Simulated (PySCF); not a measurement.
C3H6AlNO.

```xyz
12

Al    -0.7677     0.3300    -0.3634
C     -2.2885    -0.8820    -0.4277
H     -2.0421    -1.8000    -0.9899
H     -3.1846    -0.4386    -0.8909
H     -2.5704    -1.2179     0.5859
C     -0.7063     2.1699    -0.9932
H      0.0427     2.2875    -1.7965
H     -0.3923     2.8569    -0.1878
H     -1.6702     2.5329    -1.3848
N      0.7446    -0.3208     0.3535
C      1.7594    -0.7565     0.8345
O      2.7497    -1.1818     1.3040
```

The structure is a stationary point at r2SCAN-D4/def2-SVP. The geometry has at least one imaginary mode, so it is a saddle point at that level. The structure was generated by enumeration; whether it is a known compound was not checked. The values are those of a single conformer.

Level of theory: PySCF with HF/pcSseg-1. Non-relativistic, no solvent.

Problem. Give the absolute GIAO shielding of each atom: isotropic value and principal components (ppm). (The exact figures need the calculation; the answer reports its results.)

Solution. 
```
atom  σ(iso)    σ11    σ22    σ33   span
----  ------  -----  -----  -----  -----
Al1    386.2  266.0  375.1  517.6  251.6
C2     200.6  198.8  200.0  202.8    3.9
H3      31.9   27.3   29.0   39.5   12.1
H4      32.1   27.2   29.1   39.9   12.7
H5      31.9   27.3   28.9   39.5   12.1
C6     200.5  198.8  200.0  202.8    4.0
H7      31.9   27.4   28.9   39.5   12.1
H8      31.9   27.3   29.0   39.5   12.2
H9      32.1   27.2   29.1   39.9   12.7
N10    215.2  147.1  159.0  339.6  192.5
C11     50.8  -62.2  -61.8  276.3  338.5
O12    211.8  116.5  131.7  387.2  270.7
```
